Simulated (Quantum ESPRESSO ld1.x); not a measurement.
Results of a calculation; reference values are marked as such.
Q: Ionisation ladder of gold, from Au66+ to Au78+. Each ion is in the ground configuration listed by NIST, and IE = E(next ion) - E(this ion), with E = 0 for the bare nucleus. Level of theory: Dirac Kohn-Sham, PBE, spin-unpolarised, spherical densities, point nucleus; open shells fill j = l - 1/2 first (ld1.x of Quantum ESPRESSO 7.5).

| species | configuration | IE, Delta-SCF (eV) | -e(HOMO) (eV) | HOMO |
|---|---|---|---|---|
| Au66+ | [Ne] 3s2 3p1 | ? | 7855.2 | 3p1/2 |
| Au67+ | [Ne] 3s2 | ? | 8176.7 | 3s1/2 |
| Au68+ | [Ne] 3s1 | 8377.4 | 8310.2 | 3s1/2 |
| Au69+ | [Ne] | 18080.3 | 17900.3 | 2p3/2 |
| Au70+ | [He] 2s2 2p5 | 18441.5 | 18260.6 | 2p3/2 |
| Au71+ | [He] 2s2 2p4 | 18804.2 | 18622.6 | 2p3/2 |
| Au72+ | [He] 2s2 2p3 | 19168.0 | 18986.0 | 2p3/2 |
| Au73+ | [He] 2s2 2p2 | ? | 21346 | 2p1/2 |
| Au74+ | [He] 2s2 2p1 | 21973 | 21764 | 2p1/2 |
| Au75+ | [He] 2s2 | 22589 | 22424 | 2s1/2 |
| Au76+ | [He] 2s1 | 22911 | 22753 | 2s1/2 |
| Au77+ | [He] | 92037 | 91345 | 1s1/2 |
| Au78+ | 1s1 | ? | 92717 | 1s1/2 |

Estimate the withheld Delta-SCF values.

A: Au66+: 7927.8 eV (NIST 7910); Au67+: 8243.5 eV (NIST 8210); Au73+: 21555 eV (NIST 21470); Au78+: 93328 eV (NIST 93254.6).

Beside tabulated values, note that spin-unpolarised runs miss the spin-polarisation part of the exchange energy of open shells.
